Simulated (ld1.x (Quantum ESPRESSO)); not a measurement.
## Building the TM potential for boron (B) (Wu–Cohen, scalar-relativistic).

boron, norm-conserving Troullier–Martins (Kleinman–Bylander form), made with ld1.x (Quantum ESPRESSO) 7.5 (Wu–Cohen, scalar-relativistic). Core [He], reference 2s2 2p0 (charge +1). Waves: 2s (bound): rc 1.40 bohr; 2p (bound, empty): rc 3.40 bohr; 3d channel at 0.13 Ry: rc 3.70 bohr. Local part: the d channel. Core correction: none.

All-electron outer shells of the reference configuration (Wu–Cohen, scalar-relativistic, ld1.x):

```json
{"shell": "2s", "level (eV)": "-19.42", "outermost node (bohr)": "0.46", "outermost maximum (bohr)": "1.46"}
{"shell": "2p", "level (eV)": "-13.26", "outermost node (bohr)": "–", "outermost maximum (bohr)": "1.41"}
```

Problem. Does the generator finish with these settings?

Solution. Yes, a potential is produced and its reference levels are reproduced.

Problem. Estimate the cutoffs (Ry, on a coarse ladder) from which the occupation-weighted sum of valence levels, in a spherical-Bessel basis at the reference potential, stays within 10 and 1 mRy of its value at 400 Ry.

Solution. 21 Ry and 55 Ry.

Problem. What does a ghost test show?

Solution. No extra level below or beside the all-electron valence levels (s, p, d, f tested).

Problem. Tests: 2s2 2p1; 2s1 2p0; 2s2 2p0.5; 2s1 2p1; 2s2 2p1.3; 2s1 2p2; 2s0 2p3. Which has the largest error in its energy relative to the reference configuration, and how large is it?

Solution. 2s0 2p3, with +221 meV (all-electron minus pseudo) on +3.54 eV.
